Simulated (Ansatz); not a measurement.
Geometry optimisation, DFT PBE, scalar-relativistic, plane waves, PAW in Ansatz 0.2.0.

The input (input.yaml):

```yaml
crystal:
  lattice:
    - [10.86, 0.0, 0.0]
    - [0.0, 10.86, 0.0]
    - [0.0, 0.0, 10.86]
  atoms:
    - { symbol: Si, position: [0.5, 0.0, 0.0] }
    - { symbol: Si, position: [0.625, 0.125, 0.125] }
    - { symbol: Si, position: [0.75, 0.25, 0.0] }
    - { symbol: Si, position: [0.875, 0.375, 0.125] }
    - { symbol: Si, position: [0.75, 0.0, 0.25] }
    - { symbol: Si, position: [0.875, 0.125, 0.375] }
    - { symbol: Si, position: [0.0, 0.0, 0.0] }
    - { symbol: Si, position: [0.125, 0.125, 0.125] }
    - { symbol: Si, position: [0.25, 0.25, 0.0] }
    - { symbol: Si, position: [0.375, 0.375, 0.125] }
    - { symbol: Si, position: [0.5, 0.5, 0.0] }
    - { symbol: Si, position: [0.625, 0.625, 0.125] }
    - { symbol: Si, position: [0.75, 0.75, 0.0] }
    - { symbol: Si, position: [0.875, 0.875, 0.125] }
    - { symbol: Si, position: [0.25, 0.0, 0.25] }
    - { symbol: Si, position: [0.375, 0.125, 0.375] }
    - { symbol: Si, position: [0.5, 0.25, 0.25] }
    - { symbol: Si, position: [0.625, 0.375, 0.375] }
    - { symbol: Si, position: [0.75, 0.5, 0.25] }
    - { symbol: Si, position: [0.5, 0.0, 0.5] }
    - { symbol: Si, position: [0.625, 0.125, 0.625] }
    - { symbol: Si, position: [0.75, 0.25, 0.5] }
    - { symbol: Si, position: [0.875, 0.375, 0.625] }
    - { symbol: Si, position: [0.75, 0.0, 0.75] }
    - { symbol: Si, position: [0.875, 0.125, 0.875] }
    - { symbol: Si, position: [0.0, 0.5, 0.0] }
    - { symbol: Si, position: [0.125, 0.625, 0.125] }
    - { symbol: Si, position: [0.25, 0.75, 0.0] }
    - { symbol: Si, position: [0.375, 0.875, 0.125] }
    - { symbol: Si, position: [0.0, 0.25, 0.25] }
    - { symbol: Si, position: [0.125, 0.375, 0.375] }
    - { symbol: Si, position: [0.25, 0.5, 0.25] }
    - { symbol: Si, position: [0.375, 0.625, 0.375] }
    - { symbol: Si, position: [0.5, 0.75, 0.25] }
    - { symbol: Si, position: [0.625, 0.875, 0.375] }
    - { symbol: Si, position: [0.0, 0.0, 0.5] }
    - { symbol: Si, position: [0.125, 0.125, 0.625] }
    - { symbol: Si, position: [0.25, 0.25, 0.5] }
    - { symbol: Si, position: [0.375, 0.375, 0.625] }
    - { symbol: Si, position: [0.5, 0.5, 0.5] }
    - { symbol: Si, position: [0.625, 0.625, 0.625] }
    - { symbol: P, position: [0.875, 0.625, 0.375] }
    - { symbol: Si, position: [0.875, 0.875, 0.625] }
    - { symbol: Si, position: [0.25, 0.0, 0.75] }
    - { symbol: Si, position: [0.375, 0.125, 0.875] }
    - { symbol: Si, position: [0.5, 0.25, 0.75] }
    - { symbol: Si, position: [0.625, 0.375, 0.875] }
    - { symbol: Si, position: [0.75, 0.5, 0.75] }
    - { symbol: Si, position: [0.875, 0.625, 0.875] }
    - { symbol: Si, position: [0.0, 0.75, 0.25] }
    - { symbol: Si, position: [0.125, 0.875, 0.375] }
    - { symbol: Si, position: [0.0, 0.5, 0.5] }
    - { symbol: Si, position: [0.125, 0.625, 0.625] }
    - { symbol: Si, position: [0.25, 0.75, 0.5] }
    - { symbol: Si, position: [0.375, 0.875, 0.625] }
    - { symbol: Si, position: [0.0, 0.25, 0.75] }
    - { symbol: Si, position: [0.125, 0.375, 0.875] }
    - { symbol: Si, position: [0.25, 0.5, 0.75] }
    - { symbol: Si, position: [0.375, 0.625, 0.875] }
    - { symbol: Si, position: [0.5, 0.75, 0.75] }
    - { symbol: Si, position: [0.625, 0.875, 0.875] }
    - { symbol: Si, position: [0.0, 0.75, 0.75] }
    - { symbol: Si, position: [0.125, 0.875, 0.875] }
total_charge: -1
basis:
  ecutwfc: 420.0
kpoints:
  mp_grid: { grid: [1, 1, 1] }
hamiltonian:
  xc: pbe
  pseudopotentials: { kind: paw, azcp: { folder: soft_1 } }
scf:
  occupations: { method: gaussian, width: 0.02 }
  lower_state_search: "off"
relax:
  f_tol: 0.03
  max_steps: 60
  adjacent_minimum: "off"
```

Command:

```bash
$ ansatz run input.yaml --threads 4 --pin off --max-ram 10240MiB --backend cpu --events-out ev --progress --plain --runs-dir out
```

**Question.** Where does it end, and by what steps?

**Answer.** The run converged. Limits of this set-up: coarse k mesh, no spin, though dangling bonds at a vacancy may carry it, charged cell in a uniform background, uncorrected. After 4 steps the energy has fallen by 0.243 eV; Si41 moved furthest, 0.18 Å.

```csv
step,energy less start (eV),largest force component (eV/Å),accepted
0,0.0000,0.644,yes
1,-0.1934,0.198,yes
2,-0.2303,0.103,yes
3,-0.1769,0.268,no
4,-0.2430,0.010,yes
```

```xyz
63
Lattice="10.8600 0.0000 0.0000 0.0000 10.8600 0.0000 0.0000 0.0000 10.8600" Properties=species:S:1:pos:R:3
Si 5.425 0.005 0.017
Si 6.798 1.333 1.393
Si 8.132 2.726 0.011
Si 9.532 4.061 1.346
Si 8.149 -0.064 2.774
Si 9.496 1.347 4.079
Si -0.018 -0.021 0.000
Si 1.366 1.329 1.349
Si 2.712 2.718 0.003
Si 4.101 4.064 1.349
Si 5.451 5.448 0.000
Si 6.831 6.792 1.387
Si 8.146 8.144 -0.010
Si 9.498 9.459 1.387
Si 2.715 -0.021 2.733
Si 4.056 1.374 4.095
Si 5.451 2.715 2.733
Si 6.831 4.102 4.077
Si 8.246 5.446 2.731
Si 5.428 0.002 5.440
Si 6.776 1.370 6.799
Si 8.146 2.705 5.429
Si 9.498 4.102 6.744
Si 8.135 0.002 8.147
Si 9.480 1.374 9.519
Si 0.012 5.418 -0.034
Si 1.369 6.758 1.346
Si 2.704 8.158 0.011
Si 4.097 9.492 1.393
Si 0.012 2.681 2.703
Si 1.369 4.061 4.043
Si 2.749 5.418 2.703
Si 4.083 6.794 4.079
Si 5.494 8.141 2.774
Si 6.842 9.448 4.234
Si -0.059 -0.064 5.426
Si 1.322 1.333 6.777
Si 2.704 2.726 5.443
Si 4.097 4.108 6.777
Si 5.494 5.489 5.426
Si 6.842 6.949 6.733
P 9.462 6.828 4.113
Si 9.341 9.448 6.733
Si 2.698 0.005 8.150
Si 4.059 1.371 9.516
Si 5.425 2.732 8.150
Si 6.798 4.108 9.478
Si 8.149 5.489 8.081
Si 9.496 6.794 9.492
Si -0.016 8.044 2.731
Si 1.328 9.459 4.077
Si -0.016 5.446 5.329
Si 1.328 6.792 6.744
Si 2.725 8.144 5.429
Si 4.060 9.514 6.799
Si -0.018 2.715 8.124
Si 1.366 4.064 9.474
Si 2.715 5.448 8.124
Si 4.056 6.810 9.519
Si 5.428 8.155 8.147
Si 6.776 9.514 9.515
Si -0.059 8.141 8.081
Si 1.322 9.492 9.478
```

The run took 22 s on 4 threads of Arm Neoverse V1, on a shared host, peak memory 1.1 GiB.
